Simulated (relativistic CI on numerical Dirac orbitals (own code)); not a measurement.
**Zn³⁺: 3p photoemission**

Computed with this model: Dirac-Coulomb-Breit CI, separate exchange-only KLI orbitals for each configuration, model QED, valence Slater integrals scaled by 0.7, multiplet model of photoemission in the sudden approximation; configurations [Ar] 3d9 → [Ne] 3s2 3p5 3d9; 80 K; Lorentzian 0.8 eV and Gaussian 0.6 eV FWHM. Energies are those of the free ion, without screening or charge transfer. The energies are binding energies and can lie tens of eV above those of solids. S is read from ⟨S²⟩ = S(S + 1).

Field parameters in Wybourne normalisation: Oh B⁴₀ = 21Dq, B⁴₄ = √(5/14) B⁴₀. The field is a parameter set, without covalency.

free ion: ground-state S = 0.50, centroid 142.61 eV. Peaks (eV, height): 137.9 (100), 140.9 (19), 143.3 (88), 145.1 (57), 150.5 (51).

Oh, 10Dq = 4100 cm⁻¹: ground-state S = 0.50, centroid 142.61 eV. Peaks (eV, height): 138.1 (100), 141.1 (30), 143.5 (88), 145.2 (47), 150.5 (43).

Oh, 10Dq = 11400 cm⁻¹: ground-state S = 0.50, centroid 142.61 eV. Peaks (eV, height): 138.6 (100), 141.6 (37), 144.0 (73), 145.6 (29), 150.2 (41), 151.3 (21).

Oh, 10Dq = 18650 cm⁻¹: ground-state S = 0.50, centroid 142.61 eV. Peaks (eV, height): 138.9 (100), 142.1 (35), 144.4 (55), 146.2 (18), 150.2 (39), 152.1 (13).

Oh, 10Dq = 25900 cm⁻¹: ground-state S = 0.50, centroid 142.61 eV. Peaks (eV, height): 139.1 (100), 140.9 (49), 142.5 (30), 145.0 (41), 146.9 (13), 150.2 (37), 152.8 (10).

Oh, 10Dq = 33150 cm⁻¹: ground-state S = 0.50, centroid 142.61 eV. Peaks (eV, height): 139.2 (100), 141.5 (50), 142.9 (22), 145.5 (30), 147.7 (10), 150.2 (36), 153.5 (8).

Strongest unbroadened transitions for free ion:

```tsv
Energy (eV)	Relative strength
137.86	100.0
138.82	33.7
139.14	26.6
140.94	10.8
142.43	6.6
143.01	15.2
143.38	77.7
144.36	15.6
145.14	51.4
149.93	11.1
150.57	51.2
```
